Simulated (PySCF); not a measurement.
## C$_{6}$H$_{6}$ClN: calculation and literature

Atom-mapped SMILES (the numbers label the heavy atoms): `[NH2:1][c:2]1[cH:3][cH:4][cH:5][cH:6][c:7]1[Cl:8]`. Hydrogens are named by the atom that carries them.

Relativity neglected, one conformer, one averaged value for each set of equivalent atoms, no solvent model. Geometry from PBE0-D3(BJ)/def2-TZVP; B97-2/pcSseg-2 with gauge-including orbitals; PySCF 2.14.0 with density-fitted response routines.

Reference values: measured (solution, CDCl3; Viesser, Ducati, Tormena, Autschbach, PCCP 2018 (ESI)).
```tsv
atoms	quantity	reference	computed	computed, scaled
C7	δ ¹³C	119.5	128.8	117.7
```

Reference values: measured (solution, DMSO-d6; Viesser, Ducati, Tormena, Autschbach, PCCP 2018 (ESI)).
```csv
atoms,quantity,reference,computed,"computed, scaled"
C7,δ ¹³C,117.0,128.8,117.7
```

Computed shifts are σ(ref) − σ with the named reference compound (TMS for H and C) calculated as an isolated molecule at the same level. The measured values may be among those fitted. Shieldings were converted by linear fits to measured shifts (mostly CDCl3, TMS scale, for H and C): ¹³C: δ = 176.83 − 0.965σ -4.5 per attached Cl (rms 2.0 ppm, 507 shifts, 2.1 ppm with the 1 outlier that the fit left out). A few per cent of atoms miss by over 2 rms, more outside the fitted compound classes.

How far are the unscaled ¹³C shifts from the references?

## Answers

Mean signed difference +10.55 ppm, mean absolute 10.55 ppm over 2 comparisons; the largest is +11.8 ppm at C7 (aromatic carbon bearing chlorine).

Carbons that carry Cl, above all several Cl atoms, come out too deshielded, partly because spin–orbit coupling is missing.
